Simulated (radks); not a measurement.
Q: These are the eigenvalues of the occupied orbitals of an atom or ion with whole-number occupations (eV). Calculated with a radial shooting solver on a logarithmic mesh with Libxc functionals: Dirac Kohn-Sham, PBE, spin-unpolarised, spherical densities, finite nucleus; Fermi nuclear charge, rms radius of each element as measured or else 0.836 A^(1/3) + 0.57 fm.

| orbital | eigenvalue |
|---|---|
| 1s1/2 | -73766.44 |
| 2s1/2 | -12864.06 |
| 2p1/2 | -12320.39 |
| 2p3/2 | -10789.24 |
| 3s1/2 | -3017.129 |
| 3p1/2 | -2773.280 |
| 3p3/2 | -2439.379 |
| 3d3/2 | -2029.921 |
| 3d5/2 | -1957.590 |
| 4s1/2 | -661.0132 |
| 4p1/2 | -558.5590 |
| 4p3/2 | -480.1347 |
| 4d3/2 | -311.7969 |
| 4d5/2 | -297.2685 |
| 5s1/2 | -121.9230 |
| 5p1/2 | -90.2079 |
| 4f5/2 | -84.2426 |
| 4f7/2 | -81.4346 |
| 5p3/2 | -77.8132 |
| 5d3/2 | -35.7271 |
| 5d5/2 | -34.4531 |

Which element is it, and in what charge state? The configuration may be excited. Open shells, if any, are shared by 2j + 1.

A: Z = 76, osmium, charge +3: Os3+ in [Xe] 4f14 5d5. The list shows which subshells hold electrons but not how many an open one holds; the 1s level, -2710.9 hartree, gives Z - s = 73.6 by -(Z - s)^2/2, which with screening and relativity narrows Z to a few neighbours, and the depths of the outer levels then fix element, charge and occupations together.
